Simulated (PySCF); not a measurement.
Radial density of Ni(2+) (nickel, charge +2)

UHF, [Ar] 3d8, high-spin 3F determinant. Calculation: PySCF 2.14, in Sapporo-DKH3-DZP-2012 (6s4p3d1f, 40 functions); scalar relativity by spin-free X2C-1e.

| r (bohr) | 4πr²ρ (e/bohr) | 4πr²(ρα − ρβ) |
| --- | --- | --- |
| 0.00110 | 0.3276 | 0.0000 |
| 0.00185 | 0.8173 | 0.0000 |
| 0.00312 | 1.997 | 0.0000 |
| 0.00524 | 4.650 | 0.0000 |
| 0.00882 | 10.13 | 0.0001 |
| 0.0148 | 19.49 | 0.0002 |
| 0.0250 | 30.25 | 0.0004 |
| 0.0420 | 33.66 | 0.0015 |
| 0.0706 | 27.34 | 0.0078 |
| 0.119 | 31.96 | 0.0466 |
| 0.200 | 36.81 | 0.2803 |
| 0.336 | 17.83 | 1.1221 |
| 0.565 | 20.04 | 2.1389 |
| 0.950 | 13.30 | 1.5745 |
| 1.60 | 2.461 | 0.4010 |
| 2.69 | 0.1559 | 0.0210 |
| 4.52 | 0.005453 | 0.0007 |

Densities and radii are taken from the X2C orbitals without a picture-change correction, which distorts them close to the nucleus.
